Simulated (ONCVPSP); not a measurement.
Potentials for C (Z = 6) compared

Generated with ld1.x 7.5 (TM, RRKJ, ultrasoft, PAW), atompaw 4.2 or ONCVPSP 4.0.1. The cutoff is in Ry: for ld1.x and atompaw files where the sum of valence levels is converged to 10 mRy in a Bessel basis, for ONCV files where the hardest occupied wave has 1 mHa per electron of residual kinetic energy. The error is the largest all-electron minus pseudo excitation energy over each file’s own four to seven test configurations (ionisations up to +4, promotions, holes and added fractions of an electron), all of which were solved. The labels leave out finer settings (local radius, basis sizes, second energies), which also bear on the numbers. Spin-polarised tests are not counted. The rows are a selection from randomly drawn settings: files with unsolved tests, undetermined cutoffs or missed reference levels are left out.

A true bound ghost makes a file unfit for plane-wave use even where its test errors are small: the radial tests pick states by their node count and pass the ghost by.

| potential | cutoff (Ry) | largest error (meV) | bound ghosts |
| --- | --- | --- | --- |
| ONCV, PBE, scalar-relativistic, rc 0.85/2.00/2.05 (spd), local smoothed, core correction yes, reference 2s1.5 2p2.5, qcut 8.7/8.7/4.7, projectors 3/2/2 | 282 | +253 | s |
| ONCV, PBE, scalar-relativistic, rc 0.95/1.00 (sp), local smoothed, core correction yes, reference 2s2, qcut 8.2/8.5, projectors 2/2 | 45 | +61 | none |
| ONCV, PBE, scalar-relativistic, rc 0.80/1.85/1.70 (spd), local smoothed, core correction yes, reference 2s2 2p1.5, qcut 7.8/7.6/5.8, projectors 1/3/2 | 42 | +178 | d |
| ONCV, PBEsol, scalar-relativistic, rc 0.90/1.55/1.50 (spd), local smoothed, core correction yes, reference 2s1.5 2p2.5, qcut 8.8/5.4/5.7, projectors 2/3/2 | 47 | +227 | none |
| ONCV, LDA (Perdew-Zunger), non-relativistic, rc 1.20/2.60/2.25 (spd), local smoothed, core correction yes, reference 2s2 2p2, qcut 6.8/6.4/4.8, projectors 2/2/1 | 37 | +1110 | none |
| ONCV, PBEsol, scalar-relativistic, rc 0.85/2.70 (sp), local s, core correction yes, reference 2s1.75 2p2.25, qcut 7.2/6.3, projectors 0/3 | 39 | +1396 | none |
| ONCV, Wu-Cohen, non-relativistic, rc 1.00/2.10 (sp), local s, core correction no, reference 2s2 2p2, qcut 7.3/7.3, projectors 0/2 | 40 | +495 | none |

Task: Fill in the row for C: ONCV, PBEsol, fully relativistic, rc 1.20/1.00/1.00 (spd), local p, core correction no, reference 2s2, qcut 6/8.7/11.1, projectors 3/0/2.

Result: cutoff 33 Ry, largest error -64 meV, bound ghosts: none.

Task: Fill in the row for C: ONCV, LDA (Perdew-Wang 92), scalar-relativistic, rc 1.00/2.65/2.50 (spd), local s, core correction yes, reference 2s2 2p1, qcut 5.4/5.8/4.2, projectors 0/2/2.

Result: cutoff 75 Ry, largest error +854 meV, bound ghosts: none.
